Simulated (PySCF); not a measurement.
Simulation results for AlGeH₂O, AlGeH₂O₂, BGeH₅N

Calculation on a computer-drawn molecule: optimised geometry and harmonic frequencies of an isolated molecule of the commonest isotopes, restricted reference for singlets and unrestricted otherwise, frozen core in MP2; on germanium a core potential holds 10 electrons, which the energies leave out, and 3d is frozen in MP2 and coupled-cluster steps. Program: PySCF 2.14.0.

(1) AlGeH₂O

Start structure:
```xyz
5
AlGeH2O
O     -0.4116     3.4749    -1.9952
Al     0.0775     2.2935    -1.1328
Ge     0.7548     0.3967     0.3402
H     -0.5462     0.9724     1.2051
H     -0.4020    -0.3971    -0.6545
```

| Quantity | Value |
| --- | --- |
| charge | -1 |
| multiplicity | 1 |
| method | HF |
| basis | aug-cc-pV(D+d)Z |
| basis and core potential on germanium | aug-cc-pVDZ-PP ECP10MDF |
| rotational constants | 97.79, 1.688, 1.686 GHz |
| total energy | -611.3657 hartree |
| convergence status largest gradient component | 2.603e-05 hartree/bohr |

Drawn bonds:
```tsv
atom	other atom	order
1	2	2
2	3	1
3	4	1
3	5	1
```

Optimised structure:
```xyz
5
AlGeH2O
O     -0.3069     3.6539    -2.1319
Al    -0.0313     2.3874    -1.1922
Ge     0.6271     0.4185     0.2872
H     -0.4895     0.8290     1.3530
H     -0.3269    -0.5484    -0.5534
```

Modes:
```tsv
frequency (cm⁻¹)	reduced mass (dalton)
149.1	7.838
149.9	9.036
226.8	19.4
530.7	1.129
553.3	1.083
951.2	1.023
1108	18.77
1877	1.022
1887	1.018
```

(2) AlGeH₂O₂

Start structure:
```xyz
6
AlGeH2O2
O      0.7665    -1.0069    -3.0846
Ge     0.8339    -0.2505    -1.6594
O      1.5516    -0.9293    -0.2437
Al     2.3424    -2.1023     0.7108
H      0.3218     1.1259    -1.2867
H      1.4074    -3.0796     1.5513
```

| Property | Result |
| --- | --- |
| charge | 0 |
| multiplicity | 2 |
| method | MP2 |
| basis | cc-pV(D+d)Z |
| basis and core potential on germanium | cc-pVDZ-PP ECP10MDF |
| rotational constants | 12.51, 1.825, 1.604 GHz |
| total energy | -686.7058 hartree |
| spin squared | 0.7568 |
| convergence status largest gradient component | 3.064e-06 hartree/bohr |

Drawn bonds:
```tsv
atom	other atom	order
1	2	2
2	3	1
3	4	1
2	5	1
4	6	1
```

Optimised structure:
```xyz
6
AlGeH2O2
O      0.9323    -0.9284    -3.1679
Ge     0.8273    -0.2146    -1.6751
O      1.2319    -1.0055    -0.1379
Al     2.1917    -2.3311     0.4500
H      0.3564     1.1919    -1.3064
H      1.6840    -2.9551     1.8251
```

Modes:
```tsv
frequency (cm⁻¹)	reduced mass (dalton)
65.6	7.916
95.92	2.633
104.8	1.527
268.5	15.83
474.3	1.237
485.7	3.578
621.3	1.394
767.9	1.114
933.9	9.926
993.5	16.5
1882	1.044
2215	1.021
```

(3) BGeH₅N

Start structure:
```xyz
8
BGeH5N
B     -0.0438    -0.2829    -0.7231
Ge    -0.5964     0.3865     1.1850
N      0.3650     1.2423     2.3460
H      1.1518     0.0159    -0.8048
H     -0.1768    -1.4788    -0.7095
H     -0.7180     0.2390    -1.5592
H     -2.3306     0.1234     1.7724
H      0.0680     1.5570     3.1808
```

| Item | Value |
| --- | --- |
| charge | -1 |
| multiplicity | 1 |
| method | HF |
| basis | aug-cc-pVDZ |
| basis and core potential on germanium | aug-cc-pVDZ-PP ECP10MDF |
| rotational constants | 27.25, 5.032, 4.4 GHz |
| total energy | -375.3971 hartree |
| convergence status largest gradient component | 2.018e-05 hartree/bohr |

Drawn bonds:
```tsv
atom	other atom	order
1	2	1
2	3	2
1	4	1
1	5	1
1	6	1
2	7	1
3	8	1
```

Optimised structure:
```xyz
8
BGeH5N
B     -0.0207    -0.2973    -0.7139
Ge    -0.5088     0.4384     1.1948
N      0.3759     1.2871     2.4146
H      1.1493    -0.0481    -0.9634
H     -0.2553    -1.5043    -0.6534
H     -0.8074     0.2640    -1.4765
H     -2.0103     0.1839     1.6674
H     -0.2035     1.4787     3.2181
```

Modes:
```tsv
frequency (cm⁻¹)	reduced mass (dalton)
112.5	1.231
184.5	3.218
324.9	1.07
447.3	4.092
663.6	1.162
700.1	1.233
755.5	1.123
850.7	1.184
887.8	6.704
1004	1.164
1130	1.201
1230	1.062
1234	1.065
1898	1.02
2408	1.039
2412	1.107
2482	1.095
3700	1.075
```
